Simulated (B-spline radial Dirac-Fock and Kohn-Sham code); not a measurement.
**Auger decay of the K hole in Dy⁴⁺**

System: the Dy⁴⁺ ion, configuration [Xe] 4f8.

Method: a relativistic independent-particle model: LDA orbitals of the hole state, radiative multipoles to third order, Auger rates from the Coulomb interaction with a continuum orbital, Dirac-Fock energies. Computed with a radial finite-basis atomic code. Kinetic energies are configuration averages from the vacuum level; the two-hole energies are estimated from single-hole states. The rates lack the Breit term, which in heavy atoms raises K-L1L1 and K-L1L2.

| transition | kinetic energy (eV) | width (meV) | share (%) |
| --- | --- | --- | --- |
| K-L1L1 | 35427.9 | 102 | 7.1 |
| K-L1L2 | 35908.2 | 137 | 9.6 |
| K-L2L2 | 36322.7 | 16.9 | 1.2 |
| K-L1L3 | 36708.8 | 148 | 10.4 |
| K-L2L3 | 37141.0 | 352 | 24.7 |
| K-L3L3 | 37939.1 | 155 | 10.9 |
| K-L1M1 | 42545.2 | 38.7 | 2.7 |
| K-L1M2 | 42740.9 | 28.9 | 2.0 |
| K-L1M3 | 42912.6 | 31.6 | 2.2 |
| K-L2M1 | 43011.3 | 21.4 | 1.5 |
| K-L2M3 | 43380.8 | 63.0 | 4.4 |
| K-L3M1 | 43803.4 | 22.9 | 1.6 |
| K-L3M2 | 44001.3 | 59.2 | 4.2 |
| K-L3M3 | 44175.8 | 56.4 | 4.0 |
| K-L2N3 | 44804.9 | 13.9 | 1.0 |
| K-L3N2 | 45557.0 | 13.1 | 0.9 |

The listed channels hold 88 % of the non-radiative rate. Summed by principal shells, of 1.43 eV in all: KLL 63.8 %, KLM 25.6 %, KLN 5.8 %, KMM 2.4 %, KMN 1.1 %, KLO 0.9 %.
